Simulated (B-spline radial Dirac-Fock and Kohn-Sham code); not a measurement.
Subshell cross sections of Ti⁹⁺, photon energy Al Kα (taken as 1486.9 eV)

System: the Ti⁹⁺ ion in the configuration [Ne] 3s2 3p1.

Level of theory: a relativistic central-field model (Hartree-Slater potential of the initial state, Latter tail, multipole expansion of the photon field, Dirac-Fock thresholds); a radial atomic solver. The asymmetry parameter β is from the dipole term alone. Kinetic energies are from the vacuum level. Open shells are spread statistically over j, without multiplet splitting.

| subshell | electrons | binding (eV) | kinetic (eV) | σ (kb) | β |
| --- | --- | --- | --- | --- | --- |
| 2s | 2 | 785.8 | 701.1 | 46.8 | 2.00 |
| 2p1/2 | 2 | 684.6 | 802.3 | 37.9 | 1.41 |
| 2p3/2 | 4 | 678.9 | 808.0 | 73.6 | 1.42 |
| 3s | 2 | 238.4 | 1248.5 | 8.95 | 2.00 |
| 3p1/2 | 0.33 | 215.7 | 1271.2 | 0.976 | 1.36 |
| 3p3/2 | 0.67 | 214.7 | 1272.2 | 1.91 | 1.37 |

Branching ratios of the spin-orbit partners (statistical value in brackets): 2p 1.94 (2.00), 3p 1.95 (2.00).

Values without a named source are computed, but for edge energies of neutral atoms, which are taken from tables.
